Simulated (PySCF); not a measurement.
Predicted microwave data (PBE0/pcSseg-1 in PySCF (dipole) on a GFN2-xTB geometry, gas phase) for one isomer of C4H12O2Si3:

| Property | Result |
| --- | --- |
| Rotational constants | A = 1369, B = 611.5, C = 509.7 MHz |
| Dipole components | \|μa\| = 0.78 D, \|μb\| = 1.26 D, \|μc\| = 1.23 D |
| Inertial defect | -204.17 u·Å² |
| κ | -0.76 |

Question: Which structure is it? (One computed conformer of each.)
A. `[CH:1]#[C:2][CH2:3][SiH2:4][O:5][Si@@H:6]([CH3:7])[O:8][SiH3:9]` with C2–C3–Si4–O5 55°, C3–Si4–O5–Si6 -43°, Si4–O5–Si6–C7 -50°, O5–Si6–O8–Si9 -62°
B. `[CH2:1]=[CH:2][Si@@:3]([OH:4])([CH:5]=[O:6])[SiH2:7][CH2:8][SiH3:9]` with C1–C2–Si3–O4 12°, C2–Si3–O4–H 96°, C2–Si3–C5–O6 -120°, C2–Si3–Si7–C8 -152°, Si3–Si7–C8–Si9 -55°
C. `[CH3:1]/[C:2](=[CH:3]/[CH:4]=[O:5])[SiH2:6][O:7][SiH2:8][SiH3:9]` with C2–C3–C4–O5 0°, C1–C2–Si6–O7 1°

Answer: B. It is C=C[Si@@](O)(C=O)[SiH2]C[SiH3], an asymmetric top, point group C1. The candidates at the same level (rigid rotor, commonest isotopes):

```json
{"SMILES": "C/C(=C/C=O)[SiH2]O[SiH2][SiH3]", "A (MHz)": "2115", "B (MHz)": "474.9", "C (MHz)": "417.7", "μa (D)": "1.38", "μb (D)": "2.74", "μc (D)": "0.74", "Δ (u·Å²)": "-93.23", "point group": "C1", "rotor": "near-prolate asymmetric top"}
{"SMILES": "C#CC[SiH2]O[Si@@H](C)O[SiH3]", "A (MHz)": "1086", "B (MHz)": "808.9", "C (MHz)": "635.8", "μa (D)": "0.66", "μb (D)": "0.81", "μc (D)": "0.53", "Δ (u·Å²)": "-295.20", "point group": "C1", "rotor": "asymmetric top"}
{"SMILES": "C=C[Si@@](O)(C=O)[SiH2]C[SiH3]", "A (MHz)": "1369", "B (MHz)": "611.5", "C (MHz)": "509.7", "μa (D)": "0.78", "μb (D)": "1.26", "μc (D)": "1.23", "Δ (u·Å²)": "-204.17", "point group": "C1", "rotor": "asymmetric top"}
```

`C/C(=C/C=O)[SiH2]O[SiH2][SiH3]` has A 54 % too high; `C#CC[SiH2]O[Si@@H](C)O[SiH3]` has B 32 % too high. No structure here is proved a minimum.
